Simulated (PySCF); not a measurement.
F2H2Si (calculated)

Computed with PySCF 2.14.0. Calculation on a computer-drawn molecule: vertical ionisation energy to the stated ion spin, frozen-core CCSD(T) at the basis limit and cheaper methods, single-reference cases, UHF for radicals, no spin-orbit; all values are single points at the evaluated structure, the first of each entry, which is the reference or a displaced copy of it and isn't optimised; the reference structure only sets the zero of the energies above reference; triples share is (T) over the correlation energy.

Common to all runs: charge 0; multiplicity 1; ion multiplicity 2; diffuse functions no; basis cc-pV(n+d)Z; reference is the Hartree-Fock double-zeta minimum; best is HF at quadruple zeta + MP2 correlation extrapolated from triple and quadruple zeta + CCSD(T) minus MP2 at triple zeta; basis step is the size of the change from the same recipe one zeta lower.

(1) F2H2Si

Evaluated structure:
```xyz
5
F2H2Si
F      0.2471     0.2639    -0.4605
Si    -0.6580    -0.1584     0.7759
F     -1.8414    -1.0226     0.2136
H      0.1615    -0.9715     1.6577
H     -1.2342     1.0847     1.3878
```

Reference structure:
```xyz
5
F2H2Si
F      0.2771     0.2921    -0.4747
Si    -0.6496    -0.1368     0.7567
F     -1.8342    -1.0389     0.1720
H      0.1443    -0.9490     1.6765
H     -1.2290     1.0686     1.3459
```

```
ionisation energy best                         : 13.14 eV
ionisation energy basis step                   : 0.0459 eV
energy above reference best                    : 0.2197 kcal/mol
energy above reference basis step              : 0.2314 kcal/mol
ionisation energy Koopmans at triple zeta      : 13.59 eV
ionisation energy EOM CCSD at triple zeta      : 13.08 eV
total energy HF triple zeta                    : -489.2055 hartree
total energy CCSD(T) triple zeta               : -489.8624 hartree
total energy best                              : -489.9862 hartree
T1 diagnostic at triple zeta                   : 0.0112
D1 diagnostic at triple zeta                   : 0.02506
ion T1 diagnostic at triple zeta               : 0.02861
ion D1 diagnostic at triple zeta               : 0.1475
ion spin squared at triple zeta                : 0.8007
triples share at triple zeta                   : 0.02656
basis functions triple zeta                    : 127
dipole magnitude HF at triple zeta             : 1.671 debye
dipole magnitude CCSD unrelaxed at triple zeta : 1.438 debye
dipole magnitude PBE at triple zeta            : 1.277 debye
dipole magnitude r2SCAN at triple zeta         : 1.342 debye
dipole magnitude B3LYP at triple zeta          : 1.416 debye
dipole magnitude wB97X at triple zeta          : 1.45 debye
```

Drawn bonds:
| atom | other atom | order |
| --- | --- | --- |
| 1 | 2 | 1 |
| 2 | 3 | 1 |
| 2 | 4 | 1 |
| 2 | 5 | 1 |

Triple zeta:
| method | ionisation energy (eV) | energy above reference (kcal/mol) |
| --- | --- | --- |
| HF | 12.62 | -0.4219 |
| PBE | 12.1 | 0.6057 |
| r2SCAN | 12.35 | 0.203 |
| B3LYP | 12.6 | 0.392 |
| wB97X | 12.83 | 0.2825 |
| MP2 | 13.02 | 0.4096 |
| CCSD | 13.07 | 0.1528 |
| CCSD(T) | 12.98 | 0.2554 |

(2) F2H2Si

Evaluated structure:
```xyz
5
F2H2Si
F      0.2471     0.2639    -0.4605
Si    -0.6580    -0.1584     0.7759
F     -1.8414    -1.0226     0.2136
H      0.0932    -0.9038     1.5843
H     -1.2342     1.0847     1.3878
```

Reference structure:
```xyz
5
F2H2Si
F      0.2771     0.2921    -0.4747
Si    -0.6496    -0.1368     0.7567
F     -1.8342    -1.0389     0.1720
H      0.1443    -0.9490     1.6765
H     -1.2290     1.0686     1.3459
```

```
ionisation energy best                         : 13.31 eV
ionisation energy basis step                   : 0.0474 eV
energy above reference best                    : 5.16 kcal/mol
energy above reference basis step              : 0.07551 kcal/mol
ionisation energy Koopmans at triple zeta      : 13.78 eV
ionisation energy EOM CCSD at triple zeta      : 13.24 eV
total energy HF triple zeta                    : -489.1981 hartree
total energy CCSD(T) triple zeta               : -489.8546 hartree
total energy best                              : -489.9784 hartree
T1 diagnostic at triple zeta                   : 0.01114
D1 diagnostic at triple zeta                   : 0.02522
ion T1 diagnostic at triple zeta               : 0.03164
ion D1 diagnostic at triple zeta               : 0.176
ion spin squared at triple zeta                : 0.7782
triples share at triple zeta                   : 0.02639
basis functions triple zeta                    : 127
dipole magnitude HF at triple zeta             : 1.759 debye
dipole magnitude CCSD unrelaxed at triple zeta : 1.524 debye
dipole magnitude PBE at triple zeta            : 1.358 debye
dipole magnitude r2SCAN at triple zeta         : 1.428 debye
dipole magnitude B3LYP at triple zeta          : 1.499 debye
dipole magnitude wB97X at triple zeta          : 1.533 debye
```

Drawn bonds:
| atom | other atom | order |
| --- | --- | --- |
| 1 | 2 | 1 |
| 2 | 3 | 1 |
| 2 | 4 | 1 |
| 2 | 5 | 1 |

Triple zeta:
| method | ionisation energy (eV) | energy above reference (kcal/mol) |
| --- | --- | --- |
| HF | 12.77 | 4.226 |
| PBE | 12.22 | 6.379 |
| r2SCAN | 12.48 | 5.393 |
| B3LYP | 12.75 | 5.344 |
| wB97X | 12.98 | 5.343 |
| MP2 | 13.17 | 5.143 |
| CCSD | 13.24 | 4.992 |
| CCSD(T) | 13.15 | 5.17 |

(3) F2H2Si

Evaluated structure:
```xyz
5
F2H2Si
F      0.2471     0.2639    -0.4605
Si    -0.6580    -0.1584     0.7759
F     -1.8414    -1.0226     0.2136
H      0.1948    -1.0045     1.6935
H     -1.2342     1.0847     1.3878
```

Reference structure:
```xyz
5
F2H2Si
F      0.2771     0.2921    -0.4747
Si    -0.6496    -0.1368     0.7567
F     -1.8342    -1.0389     0.1720
H      0.1443    -0.9490     1.6765
H     -1.2290     1.0686     1.3459
```

```
ionisation energy best                         : 13.03 eV
ionisation energy basis step                   : 0.04623 eV
energy above reference best                    : 0.6132 kcal/mol
energy above reference basis step              : 0.2832 kcal/mol
ionisation energy Koopmans at triple zeta      : 13.46 eV
ionisation energy EOM CCSD at triple zeta      : 12.98 eV
total energy HF triple zeta                    : -489.2045 hartree
total energy CCSD(T) triple zeta               : -489.8618 hartree
total energy best                              : -489.9856 hartree
T1 diagnostic at triple zeta                   : 0.01124
D1 diagnostic at triple zeta                   : 0.025
ion T1 diagnostic at triple zeta               : 0.02761
ion D1 diagnostic at triple zeta               : 0.1367
ion spin squared at triple zeta                : 0.8079
triples share at triple zeta                   : 0.02665
basis functions triple zeta                    : 127
dipole magnitude HF at triple zeta             : 1.628 debye
dipole magnitude CCSD unrelaxed at triple zeta : 1.397 debye
dipole magnitude PBE at triple zeta            : 1.238 debye
dipole magnitude r2SCAN at triple zeta         : 1.3 debye
dipole magnitude B3LYP at triple zeta          : 1.376 debye
dipole magnitude wB97X at triple zeta          : 1.409 debye
```

Drawn bonds:
| atom | other atom | order |
| --- | --- | --- |
| 1 | 2 | 1 |
| 2 | 3 | 1 |
| 2 | 4 | 1 |
| 2 | 5 | 1 |

Triple zeta:
| method | ionisation energy (eV) | energy above reference (kcal/mol) |
| --- | --- | --- |
| HF | 12.5 | 0.1874 |
| PBE | 12.03 | 0.5269 |
| r2SCAN | 12.27 | 0.4294 |
| B3LYP | 12.51 | 0.7103 |
| wB97X | 12.74 | 0.6045 |
| MP2 | 12.92 | 0.9154 |
| CCSD | 12.96 | 0.5792 |
| CCSD(T) | 12.87 | 0.6374 |

(4) F2H2Si

Evaluated structure:
```xyz
5
F2H2Si
F      0.2471     0.2639    -0.4605
Si    -0.6580    -0.1584     0.7759
F     -1.8414    -1.0226     0.2136
H      0.2303    -1.0398     1.7318
H     -1.2342     1.0847     1.3878
```

Reference structure:
```xyz
5
F2H2Si
F      0.2771     0.2921    -0.4747
Si    -0.6496    -0.1368     0.7567
F     -1.8342    -1.0389     0.1720
H      0.1443    -0.9490     1.6765
H     -1.2290     1.0686     1.3459
```

```
ionisation energy best                         : 12.9 eV
ionisation energy basis step                   : 0.04821 eV
energy above reference best                    : 2.439 kcal/mol
energy above reference basis step              : 0.3232 kcal/mol
ionisation energy Koopmans at triple zeta      : 13.3 eV
ionisation energy EOM CCSD at triple zeta      : 12.85 eV
total energy HF triple zeta                    : -489.2012 hartree
total energy CCSD(T) triple zeta               : -489.8589 hartree
total energy best                              : -489.9827 hartree
T1 diagnostic at triple zeta                   : 0.0113
D1 diagnostic at triple zeta                   : 0.02498
ion T1 diagnostic at triple zeta               : 0.02755
ion D1 diagnostic at triple zeta               : 0.1375
ion spin squared at triple zeta                : 0.8062
triples share at triple zeta                   : 0.02676
basis functions triple zeta                    : 127
dipole magnitude HF at triple zeta             : 1.583 debye
dipole magnitude CCSD unrelaxed at triple zeta : 1.354 debye
dipole magnitude PBE at triple zeta            : 1.197 debye
dipole magnitude r2SCAN at triple zeta         : 1.258 debye
dipole magnitude B3LYP at triple zeta          : 1.334 debye
dipole magnitude wB97X at triple zeta          : 1.367 debye
```

Drawn bonds:
| atom | other atom | order |
| --- | --- | --- |
| 1 | 2 | 1 |
| 2 | 3 | 1 |
| 2 | 4 | 1 |
| 2 | 5 | 1 |

Triple zeta:
| method | ionisation energy (eV) | energy above reference (kcal/mol) |
| --- | --- | --- |
| HF | 12.32 | 2.302 |
| PBE | 11.94 | 1.821 |
| r2SCAN | 12.17 | 2.058 |
| B3LYP | 12.41 | 2.422 |
| wB97X | 12.63 | 2.359 |
| MP2 | 12.77 | 2.877 |
| CCSD | 12.83 | 2.434 |
| CCSD(T) | 12.74 | 2.439 |

(5) F2H2Si

Evaluated structure:
```xyz
5
F2H2Si
F      0.2471     0.2639    -0.4605
Si    -0.6580    -0.1584     0.7759
F     -1.8414    -1.0226     0.2136
H      0.3262    -1.1349     1.8349
H     -1.2342     1.0847     1.3878
```

Reference structure:
```xyz
5
F2H2Si
F      0.2771     0.2921    -0.4747
Si    -0.6496    -0.1368     0.7567
F     -1.8342    -1.0389     0.1720
H      0.1443    -0.9490     1.6765
H     -1.2290     1.0686     1.3459
```

```
ionisation energy best                         : 12.48 eV
ionisation energy basis step                   : 0.05481 eV
energy above reference best                    : 12.02 kcal/mol
energy above reference basis step              : 0.371 kcal/mol
ionisation energy Koopmans at triple zeta      : 12.76 eV
ionisation energy EOM CCSD at triple zeta      : 12.43 eV
total energy HF triple zeta                    : -489.1842 hartree
total energy CCSD(T) triple zeta               : -489.8438 hartree
total energy best                              : -489.9674 hartree
T1 diagnostic at triple zeta                   : 0.01154
D1 diagnostic at triple zeta                   : 0.02559
ion T1 diagnostic at triple zeta               : 0.02552
ion D1 diagnostic at triple zeta               : 0.1291
ion spin squared at triple zeta                : 0.785
triples share at triple zeta                   : 0.02711
basis functions triple zeta                    : 127
dipole magnitude HF at triple zeta             : 1.479 debye
dipole magnitude CCSD unrelaxed at triple zeta : 1.259 debye
dipole magnitude PBE at triple zeta            : 1.108 debye
dipole magnitude r2SCAN at triple zeta         : 1.163 debye
dipole magnitude B3LYP at triple zeta          : 1.241 debye
dipole magnitude wB97X at triple zeta          : 1.271 debye
```

Drawn bonds:
| atom | other atom | order |
| --- | --- | --- |
| 1 | 2 | 1 |
| 2 | 3 | 1 |
| 2 | 4 | 1 |
| 2 | 5 | 1 |

Triple zeta:
| method | ionisation energy (eV) | energy above reference (kcal/mol) |
| --- | --- | --- |
| HF | 11.72 | 12.98 |
| PBE | 11.66 | 9.92 |
| r2SCAN | 11.84 | 11.09 |
| B3LYP | 12.07 | 11.6 |
| wB97X | 12.26 | 11.87 |
| MP2 | 12.26 | 12.94 |
| CCSD | 12.38 | 12.09 |
| CCSD(T) | 12.32 | 11.92 |

(6) F2H2Si

Evaluated structure:
```xyz
5
F2H2Si
F      0.2471     0.2639    -0.4605
Si    -0.6580    -0.1584     0.7759
F     -1.8414    -1.0226     0.2136
H      0.4097    -1.2178     1.9248
H     -1.2342     1.0847     1.3878
```

Reference structure:
```xyz
5
F2H2Si
F      0.2771     0.2921    -0.4747
Si    -0.6496    -0.1368     0.7567
F     -1.8342    -1.0389     0.1720
H      0.1443    -0.9490     1.6765
H     -1.2290     1.0686     1.3459
```

```
ionisation energy best                         : 12.06 eV
ionisation energy basis step                   : 0.05651 eV
energy above reference best                    : 23.19 kcal/mol
energy above reference basis step              : 0.3597 kcal/mol
ionisation energy Koopmans at triple zeta      : 12.24 eV
ionisation energy EOM CCSD at triple zeta      : 12.02 eV
total energy HF triple zeta                    : -489.1642 hartree
total energy CCSD(T) triple zeta               : -489.8261 hartree
total energy best                              : -489.9496 hartree
T1 diagnostic at triple zeta                   : 0.0119
D1 diagnostic at triple zeta                   : 0.02663
ion T1 diagnostic at triple zeta               : 0.02229
ion D1 diagnostic at triple zeta               : 0.107
ion spin squared at triple zeta                : 0.7715
triples share at triple zeta                   : 0.02748
basis functions triple zeta                    : 127
dipole magnitude HF at triple zeta             : 1.422 debye
dipole magnitude CCSD unrelaxed at triple zeta : 1.21 debye
dipole magnitude PBE at triple zeta            : 1.073 debye
dipole magnitude r2SCAN at triple zeta         : 1.124 debye
dipole magnitude B3LYP at triple zeta          : 1.197 debye
dipole magnitude wB97X at triple zeta          : 1.227 debye
```

Drawn bonds:
| atom | other atom | order |
| --- | --- | --- |
| 1 | 2 | 1 |
| 2 | 3 | 1 |
| 2 | 4 | 1 |
| 2 | 5 | 1 |

Triple zeta:
| method | ionisation energy (eV) | energy above reference (kcal/mol) |
| --- | --- | --- |
| HF | 11.16 | 25.53 |
| PBE | 11.36 | 19.89 |
| r2SCAN | 11.49 | 21.87 |
| B3LYP | 11.72 | 22.45 |
| wB97X | 11.86 | 23.25 |
| MP2 | 11.75 | 24.75 |
| CCSD | 11.94 | 23.38 |
| CCSD(T) | 11.89 | 23.02 |

(7) F2H2Si

Evaluated structure:
```xyz
5
F2H2Si
F      0.2871     0.2884    -0.4833
Si    -0.6375    -0.1051     0.7182
F     -1.8617    -1.0258     0.1788
H      0.1710    -0.9247     1.6855
H     -1.2217     1.0867     1.3317
```

Reference structure:
```xyz
5
F2H2Si
F      0.2771     0.2921    -0.4747
Si    -0.6496    -0.1368     0.7567
F     -1.8342    -1.0389     0.1720
H      0.1443    -0.9490     1.6765
H     -1.2290     1.0686     1.3459
```

```
ionisation energy best                         : 13.09 eV
ionisation energy basis step                   : 0.04797 eV
energy above reference best                    : 0.9484 kcal/mol
energy above reference basis step              : 0.06656 kcal/mol
ionisation energy Koopmans at triple zeta      : 13.53 eV
ionisation energy EOM CCSD at triple zeta      : 13.04 eV
total energy HF triple zeta                    : -489.2033 hartree
total energy CCSD(T) triple zeta               : -489.8614 hartree
total energy best                              : -489.9851 hartree
T1 diagnostic at triple zeta                   : 0.01139
D1 diagnostic at triple zeta                   : 0.02539
ion T1 diagnostic at triple zeta               : 0.02882
ion D1 diagnostic at triple zeta               : 0.1493
ion spin squared at triple zeta                : 0.7983
triples share at triple zeta                   : 0.0268
basis functions triple zeta                    : 127
dipole magnitude HF at triple zeta             : 1.599 debye
dipole magnitude CCSD unrelaxed at triple zeta : 1.372 debye
dipole magnitude PBE at triple zeta            : 1.225 debye
dipole magnitude r2SCAN at triple zeta         : 1.284 debye
dipole magnitude B3LYP at triple zeta          : 1.356 debye
dipole magnitude wB97X at triple zeta          : 1.39 debye
```

Drawn bonds:
| atom | other atom | order |
| --- | --- | --- |
| 1 | 2 | 1 |
| 2 | 3 | 1 |
| 2 | 4 | 1 |
| 2 | 5 | 1 |

Triple zeta:
| method | ionisation energy (eV) | energy above reference (kcal/mol) |
| --- | --- | --- |
| HF | 12.57 | 0.9768 |
| PBE | 12.06 | 0.7016 |
| r2SCAN | 12.31 | 0.8285 |
| B3LYP | 12.56 | 0.9199 |
| wB97X | 12.79 | 0.905 |
| MP2 | 12.97 | 1.009 |
| CCSD | 13.02 | 0.9327 |
| CCSD(T) | 12.93 | 0.9148 |

(8) F2H2Si

Evaluated structure:
```xyz
5
F2H2Si
F      0.3062     0.2005    -0.4140
Si    -0.7899    -0.0888     0.8815
F     -1.9266    -1.0402     0.2880
H      0.0038    -1.0348     1.7169
H     -1.3126     0.9098     1.3540
```

Reference structure:
```xyz
5
F2H2Si
F      0.2771     0.2921    -0.4747
Si    -0.6496    -0.1368     0.7567
F     -1.8342    -1.0389     0.1720
H      0.1443    -0.9490     1.6765
H     -1.2290     1.0686     1.3459
```

```
ionisation energy best                         : 13.47 eV
ionisation energy basis step                   : 0.07048 eV
energy above reference best                    : 27.97 kcal/mol
energy above reference basis step              : 0.8155 kcal/mol
ionisation energy Koopmans at triple zeta      : 14.05 eV
ionisation energy EOM CCSD at triple zeta      : 13.37 eV
total energy HF triple zeta                    : -489.1571 hartree
total energy CCSD(T) triple zeta               : -489.8183 hartree
total energy best                              : -489.9420 hartree
T1 diagnostic at triple zeta                   : 0.01213
D1 diagnostic at triple zeta                   : 0.02881
ion T1 diagnostic at triple zeta               : 0.03767
ion D1 diagnostic at triple zeta               : 0.2179
ion spin squared at triple zeta                : 0.7632
triples share at triple zeta                   : 0.02724
basis functions triple zeta                    : 127
dipole magnitude HF at triple zeta             : 2.718 debye
dipole magnitude CCSD unrelaxed at triple zeta : 2.4 debye
dipole magnitude PBE at triple zeta            : 2.17 debye
dipole magnitude r2SCAN at triple zeta         : 2.276 debye
dipole magnitude B3LYP at triple zeta          : 2.356 debye
dipole magnitude wB97X at triple zeta          : 2.405 debye
```

Drawn bonds:
| atom | other atom | order |
| --- | --- | --- |
| 1 | 2 | 1 |
| 2 | 3 | 1 |
| 2 | 4 | 1 |
| 2 | 5 | 1 |

Triple zeta:
| method | ionisation energy (eV) | energy above reference (kcal/mol) |
| --- | --- | --- |
| HF | 12.94 | 29.93 |
| PBE | 12.3 | 27.26 |
| r2SCAN | 12.57 | 27.97 |
| B3LYP | 12.86 | 27.08 |
| wB97X | 13.12 | 27.64 |
| MP2 | 13.3 | 27.53 |
| CCSD | 13.41 | 28.17 |
| CCSD(T) | 13.29 | 27.92 |
